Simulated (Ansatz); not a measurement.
Worked example: Si(CH3)2(OH)2 + C4H7N → SiH(CH3)(OH)2 + C5H9N

Species: Si(CH3)2(OH)2 (dimethylsilanediol), singlet; C4H7N (isobutyronitrile) `CC(C)C#N`, singlet; SiH(CH3)(OH)2, singlet; C5H9N (pivalonitrile) `CC(C)(C)C#N`, singlet. The partners trade CH3 for H: Si–CH3 and C–H bonds give way to Si–H and C–CH3.

Shapes, held fixed at every level: PBE0-D4/def2-TZVP. Flexible molecules stand in one conformer, not always the lowest. Programs: Ansatz 0.2.0. The zero-point and thermal change to 298 K, harmonic and unscaled (PBE0-D4/def2-TZVP), is -2.4 kJ/mol.

At CCSD(T)/CBS estimate; 1 Eh = 2625.50 kJ/mol:

| species | energy (Eh) |
| --- | --- |
| Si(CH3)2(OH)2 | -520.488347 |
| C4H7N | -211.118089 |
| SiH(CH3)(OH)2 | -481.210218 |
| C5H9N | -250.382327 |

Task: Work out ΔH(298 K) of the reaction at this level.

Result: 
1. Products less reactants: (-481.210218) + (-250.382327) − [(-520.488347) + (-211.118089)] = 0.013891 Eh = +36.5 kJ/mol.
2. With the thermal change: +36.5 + (-2.4) = +34.1 kJ/mol.

Other levels give +18.7 (CCSD(T)/def2-SVP) to +39.4 kJ/mol (PBE-D4/def2-TZVPP). No measured value is set beside it here. The CBS estimate extrapolates MP2 from def2-TZVPP and def2-QZVPP and adds CCSD(T) − MP2 in the triple-zeta set, cores frozen.
